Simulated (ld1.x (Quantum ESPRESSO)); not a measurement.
# Cu (Z = 29), ultrasoft: configuration errors across variants

```
Element                 : copper
Generator               : ld1.x (Quantum ESPRESSO) 7.5
Type                    : ultrasoft
Functional              : PBE
Relativity              : scalar-relativistic
Frozen core             : [Ne] 3s2
Valence charge          : 17
Reference configuration : 3p6 3d9 4s0 4p0 (charge +2)
Partial waves           : 4s (bound, empty): rcut 1.60, rcutus 1.70 bohr; 4s channel at 1.55 Ry: rcut 1.60, rcutus 1.70 bohr; 3p (bound): rcut 1.00, rcutus 1.35 bohr; 4p (bound, empty): rcut 1.00, rcutus 1.35 bohr; 3d (bound): rcut 0.90, rcutus 1.15 bohr; 3d channel at -0.55 Ry: rcut 0.90, rcutus 1.15 bohr
Local potential         : all-electron potential smoothed inside 1.00 bohr (lloc = -1)
Core correction         : Bessel-smoothed model core, default radius (core density twice the valence density)
Augmentation charge     : PSQ, inside the norm-conserving radii
```

All-electron excitation energies from the reference (eV): (1) 3p6 3d10 4s1 4p0 -29.480; (2) 3p6 3d10 4s0 4p0 -21.332; (3) 3p6 3d8 4s0 4p0 39.020; (4) 3p6 3d9 4s1 4p0 -17.902; (5) 3p5 3d10 4s1 4p0 50.054; (6) 3p6 3d7 4s0 4p0 98.729.

The overlap operator is not positive definite (basis up to 400 Ry) in “base”, “wave 3d channel at -0.55 Ry: rcut 0.90, rcutus 1.15 bohr becomes 3d channel at -2.05 Ry: rcut 0.90, rcutus 1.15 bohr”, “wave 3d channel at -0.55 Ry: rcut 0.90, rcutus 1.15 bohr becomes 3d channel at -1.97 Ry: rcut 0.90, rcutus 1.15 bohr”, “wave 3d channel at -0.55 Ry: rcut 0.90, rcutus 1.15 bohr becomes 3d channel at -1.77 Ry: rcut 0.90, rcutus 1.15 bohr”, “wave 3d channel at -0.55 Ry: rcut 0.90, rcutus 1.15 bohr becomes 3d channel at -1.49 Ry: rcut 0.90, rcutus 1.15 bohr”, “wave 3d channel at -0.55 Ry: rcut 0.90, rcutus 1.15 bohr becomes 3d channel at -1.19 Ry: rcut 0.90, rcutus 1.15 bohr”, “wave 3d channel at -0.55 Ry: rcut 0.90, rcutus 1.15 bohr becomes 3d channel at -0.4 Ry: rcut 0.90, rcutus 1.15 bohr”, “wave 3d channel at -0.55 Ry: rcut 0.90, rcutus 1.15 bohr becomes 3d channel at 0.18 Ry: rcut 0.90, rcutus 1.15 bohr”, “wave 3d channel at -0.55 Ry: rcut 0.90, rcutus 1.15 bohr becomes 3d channel at 1.78 Ry: rcut 0.90, rcutus 1.15 bohr”, “wave 3d channel at -0.55 Ry: rcut 0.90, rcutus 1.15 bohr becomes 3d channel at 5.09 Ry: rcut 0.90, rcutus 1.15 bohr”. Such files are unfit for use, however small their errors in these radial tests.

Tests that are not counted but printed errors over 1 eV. “base”: 3p6 3d9 4s1 4p1 (solver errors, printed error -3464 eV). “wave 3d channel at -0.55 Ry: rcut 0.90, rcutus 1.15 bohr becomes 3d channel at -1.19 Ry: rcut 0.90, rcutus 1.15 bohr”: 3p6 3d9 4s1 4p1 (solver errors, printed error -3464 eV). “wave 3d channel at -0.55 Ry: rcut 0.90, rcutus 1.15 bohr becomes 3d channel at -0.4 Ry: rcut 0.90, rcutus 1.15 bohr”: 3p6 3d9 4s1 4p1 (solver errors, printed error -3464 eV). “wave 3d channel at -0.55 Ry: rcut 0.90, rcutus 1.15 bohr becomes 3d channel at 0.18 Ry: rcut 0.90, rcutus 1.15 bohr”: 3p6 3d10 4s1 4p0 (solver errors, printed error -3548 eV); 3p6 3d9 4s1 4p1 (solver errors, printed error -3463 eV).

A true bound ghost makes a file unfit for plane-wave use even where its test errors are small: the radial tests pick states by their node count and pass the ghost by. Where a test does run into it, the solver fails or the error is huge.

Errors AE − PS in meV (a dash: test not solved or not reliable):

| change | (1) | (2) | (3) | (4) | (5) | (6) | bound ghosts |
| --- | --- | --- | --- | --- | --- | --- | --- |
| base | -14 | -23 | -81 | +2.8 | +6.2 | -475 | s (p not tested, overlap not positive) |
| wave 3d channel at -0.55 Ry: rcut 0.90, rcutus 1.15 bohr becomes 3d channel at -2.05 Ry: rcut 0.90, rcutus 1.15 bohr | – | – | – | – | – | – | s (p not tested, overlap not positive) |
| wave 3d channel at -0.55 Ry: rcut 0.90, rcutus 1.15 bohr becomes 3d channel at -1.97 Ry: rcut 0.90, rcutus 1.15 bohr | – | – | – | – | – | – | s (p not tested, overlap not positive) |
| wave 3d channel at -0.55 Ry: rcut 0.90, rcutus 1.15 bohr becomes 3d channel at -1.77 Ry: rcut 0.90, rcutus 1.15 bohr | – | – | – | – | – | – | s (p not tested, overlap not positive) |
| wave 3d channel at -0.55 Ry: rcut 0.90, rcutus 1.15 bohr becomes 3d channel at -1.49 Ry: rcut 0.90, rcutus 1.15 bohr | – | – | – | – | – | – | s (p not tested, overlap not positive) |
| wave 3d channel at -0.55 Ry: rcut 0.90, rcutus 1.15 bohr becomes 3d channel at -1.19 Ry: rcut 0.90, rcutus 1.15 bohr | -5576 | -23 | -80 | +2.8 | +6.3 | -473 | s (p not tested, overlap not positive) |
| wave 3d channel at -0.55 Ry: rcut 0.90, rcutus 1.15 bohr becomes 3d channel at -0.4 Ry: rcut 0.90, rcutus 1.15 bohr | -14 | -23 | -81 | +2.8 | +6.2 | -475 | s (p not tested, overlap not positive) |
| wave 3d channel at -0.55 Ry: rcut 0.90, rcutus 1.15 bohr becomes 3d channel at 0.18 Ry: rcut 0.90, rcutus 1.15 bohr | – | -23 | -80 | +2.8 | +6.1 | -472 | s (p not tested, overlap not positive) |
| wave 3d channel at -0.55 Ry: rcut 0.90, rcutus 1.15 bohr becomes 3d channel at 1.78 Ry: rcut 0.90, rcutus 1.15 bohr | – | – | – | – | – | – | s (p not tested, overlap not positive) |
| wave 3d channel at -0.55 Ry: rcut 0.90, rcutus 1.15 bohr becomes 3d channel at 5.09 Ry: rcut 0.90, rcutus 1.15 bohr | – | – | – | – | – | – | s (p not tested, overlap not positive) |

(1) Give the same row for: wave 3d channel at -0.55 Ry: rcut 0.90, rcutus 1.15 bohr becomes 3d channel at -1.87 Ry: rcut 0.90, rcutus 1.15 bohr.

## Answers

(1) –, -22, -78, +2.8, +6.4, -463; bound ghosts: s (p not tested, overlap not positive). Not counted: 3p6 3d10 4s1 4p0 (solver errors, printed error +4.4 eV); 3p6 3d9 4s1 4p1 (solver errors, printed error -3464 eV). Its overlap operator is not positive definite in a basis up to 400 Ry (lowest eigenvalue p -38.13), so the file is unfit for use: the generalised eigenproblem breaks down once the basis is large enough, and its test numbers describe a broken file.
